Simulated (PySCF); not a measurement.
# Electron correlation in Kr³¹⁺ (krypton, charge +31)

[He] 2s2 2p1, 2P determinant. Calculation: PySCF 2.14, in an even-tempered Gaussian basis (19 s from 9.3 bohr⁻², ratio 2.2; 12 p from 12 bohr⁻², ratio 2.2; 6 d from 49 bohr⁻², ratio 2.4; 5 f from 73 bohr⁻², ratio 2.4; 4 g from 110 bohr⁻², ratio 2.4); the spin-free X2C one-electron Hamiltonian (Gaussian nucleus). Frozen: nothing; 5 electrons correlated; the 14 highest virtual orbitals of each spin left out.

MP2 pair energies summed by pair of shells (mhartree):

```tsv
pair	energy	share (%)
2s-2s	-126.49	54.2
1s-1s	-45.03	19.3
2s-2p	-36.68	15.7
1s-2s	-15.49	6.6
1s-2p	-9.67	4.1
```

Total MP2 correlation energy: -233.35 mhartree.

At this charge the one-electron X2C treatment keeps the bare 1/r₁₂, with no two-electron picture change or Breit term. That inflates the 1s pair energies well beyond their four-component values; and a scalar Hamiltonian misses the large spin-orbit splitting of the p shells, which matters for ns² → np² pairs.
